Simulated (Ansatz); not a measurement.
Reaction (redistribution): `[CH3][Mo]([OH])(=[S])=[S]` + `OB(O)F` → `[OH][Mo]([OH])(=[S])=[S]` + `CB(O)F`

Calculated with Ansatz (gas phase, PBE0-D4/def2-TZVP geometries, no zero-point term in ΔE). CCSD(T)/CBS is the MP2 limit (def2-TZVPP, def2-QZVPP) plus CCSD(T) − MP2 in def2-TZVPP, frozen cores. Functionals use def2-TZVPP. B3LYP here is the variant with VWN-RPA as its local correlation; programs differ in this. def2 core potentials past Kr. For Mo outer-core shells are correlated without core-valence functions, which leaves a few kJ/mol of doubt a bond. Each species was taken in one conformer, which may not be the lowest.

| level | ΔE (kcal/mol) |
| --- | --- |
| LDA (SPW92) | 2.3 |
| BLYP-D4 | 1.5 |
| B97M-V | 2.1 |
| B3LYP-D4 | 3.7 |
| revPBE | 0.8 |
| BHLYP | 5.9 |
| MP2/def2-TZVPP | 6.1 |
| CCSD/def2-TZVPP | 8.1 |

Q: What does CCSD(T)/CBS give? (An estimate is asked.)

A: The calculation gave: +6.5 kcal/mol. The listed levels differ from it by -4.2, -5.0, -4.4, -2.8, -5.7, -0.6, -0.4, 1.6 kcal/mol.

Largest T1 diagnostic among the species: 0.025, so the coupled-cluster value is less sure than usual.

From BLYP to BHLYP (50 % exact exchange), in def2-TZVPP and without D4, ΔE moves by +5.2 kcal/mol. In def2-TZVPP, CCSD(T) changes the Hartree–Fock value by −2.7 kcal/mol (the triples alone add −1.4 kcal/mol) and MP2 by −3.3 kcal/mol.
